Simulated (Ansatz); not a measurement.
Compare A (`CCOC[SiH3]`) with its isomer B (`C[SiH2]C(C)O`).

Computed with Ansatz on PBE0-D4/def2-TZVP structures; ΔE is electronic, products minus reactants. CBS: MP2 limit from def2 TZ/QZ plus the TZ coupled-cluster correction, frozen cores. DFT in def2-TZVPP. B3LYP here is the variant with VWN-RPA as its local correlation; programs differ in this. Each species was taken in one conformer, which may not be the lowest.

Task: Which is lower in electronic energy at CCSD(T)/CBS, and by how much? (Estimate.)

Result: Ansatz gave: B, by 80.2 kJ/mol.

Task: Give E(B) − E(A) in kJ/mol with HF/def2-TZVPP, B2PLYP, B3LYP, CCSD(T)/def2-TZVPP, ωB97M-V, PBE0-D4, MP2/def2-TZVPP. (Estimate.)

Result: Ansatz gave: HF/def2-TZVPP -60.5, B2PLYP -73.5, B3LYP -69.6, CCSD(T)/def2-TZVPP -75.8, ωB97M-V -78.8, PBE0-D4 -79.1, MP2/def2-TZVPP -82.3. None reverses the order clearly.

Task: Does the order hold for the free energy at 298.15 K (harmonic terms from PBE0-D4)? (An estimate is asked.)

Result: Computed: Yes: G(B) − G(A) = -77.8 kJ/mol, for one conformer each. Modes under 60 cm⁻¹, often nearly free rotors, make the harmonic entropy too high.

Largest T1 diagnostic: 0.011.

The D4 term adds −3.3 kJ/mol with B3LYP and −1.7 kJ/mol with PBE0; it sums over pairs of atoms, weighted by their polarisabilities, and B3LYP, whose exchange is more repulsive, gets the larger term. At CCSD(T), def2-SVP lies +22.0 kJ/mol from the extrapolated value and def2-TZVPP +4.4 kJ/mol.
